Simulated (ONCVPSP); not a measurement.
**What one change does to a pseudopotential (Ti, ONCV)**

```
Element                 : Ti (Z = 22)
Generator               : ONCVPSP 4.0.1
Type                    : optimised norm-conserving Vanderbilt (ONCV)
Functional              : PBE
Relativity              : scalar-relativistic
Frozen core             : [Ne] 3s2
Valence charge          : 10
Reference configuration : 3p6 3d2 4s2
Partial waves           : 4s: rc 2.80 bohr, ncon 4, nbas 8, qcut 2.3 1/bohr, 2 projectors, debl 0.7 Ha; 3p: rc 1.75 bohr, ncon 4, nbas 8, qcut 9.5 1/bohr, 2 projectors, debl 1.7 Ha; 3d: rc 2.00 bohr, ncon 4, nbas 8, qcut 7.1 1/bohr, 2 projectors, debl 3 Ha
Local potential         : polynomial inside 1.15 bohr (lpopt 5, dvloc0 0 Ha)
Core correction         : Teter function, fcfact 2.75, rcfact 1.45
```

Change: s: nproj 1.

Cutoffs: the cutoffs (Ha) at which the residual kinetic energy of the hardest occupied pseudo-wave falls to 1 and 0.1 mHa per electron; they do not see the model core or the augmentation charge, which bear on the density cutoff. Errors are all-electron minus pseudo energies relative to the spin-unpolarised reference configuration.

What does the change do?

The potential gets neither clearly harder nor softer (22 Ha and 27 Ha → 22 Ha and 27 Ha); both files keep a bound ghost (s); the number of tests with a reliable result goes from 4 to 3; of the 3 tests that both files solve, the error grows in 0 and shrinks in 2 by more than 15 % and 0.3 meV (median size 8.7 → 8.9 meV).

```tsv
quantity	base	changed
cutoff, loose	22 Ha	22 Ha
cutoff, tight	27 Ha	27 Ha
bound ghosts	s	s
GHOST(+) flags under 300 eV	none	none
tests with a reliable result	4 of 4	3 of 4
error for 3p6 3d2 4s1, meV [ΔE 7.35 eV]	-1.3	+0.8
error for 3p6 3d2 4s0, meV [ΔE 20.92 eV]	+8.7	+8.9
error for 3p5 3d2 4s2, meV [ΔE 45.56 eV]	-269	-228
s: phases at 2.84 bohr within 0.05 rad from the reference energy up to (Ha; the scan ends near 5)	1.7	0.7
p: phases at 1.77 bohr within 0.05 rad from the reference energy up to (Ha; the scan ends near 5)	to the end of the scan	to the end of the scan
d: phases at 2.03 bohr within 0.05 rad from the reference energy up to (Ha; the scan ends near 5)	to the end of the scan	to the end of the scan
rms error of d²Exc/dni dnj with the model core, mHa	3.17	3.17
```

 A true bound ghost makes a file unfit for plane-wave use even where its test errors are small: the radial tests pick states by their node count and pass the ghost by.
